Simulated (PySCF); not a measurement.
Diatomics of Si with the fifth-period p block

r²SCAN with triple-zeta basis sets in PySCF, for the lowest determinant that a PBE0 search found; no spin–orbit coupling. De refers to high-spin ground-configuration atoms. A positive dipole means M(−)Si(+).

```
 M         basis  state (unpaired electrons)  Re (Å)  ωe (cm⁻¹)  De (eV)  μ (D)
In  x2c-TZVPPall         quartet (σ ↑, π ↑↑)   2.602        262     2.47  -1.88
Sn    def2-TZVPP              triplet (π ↑↑)   2.520        346     2.83  -1.04
Sb    def2-TZVPP               doublet (π ↑)   2.385        420     2.85  -0.17
Te    def2-TZVPP      singlet (closed shell)   2.278        487     4.70   0.62
 I    def2-TZVPP               doublet (π ↑)   2.448        358     3.37   0.42
```

The shortest bond is that of SiTe (2.278 Å), the longest that of InSi (2.602 Å). SiTe is bound most strongly (4.70 eV) and InSi least (2.47 eV).

The rows differ in basis set, which adds steps of its own.

The state changes along the series, so neighbouring rows are not always alike in their bonding.

Spin–orbit coupling is left out, which matters for elements this heavy, above all for dissociation energies. States were picked by a PBE0 search and need not be the measured ground states.
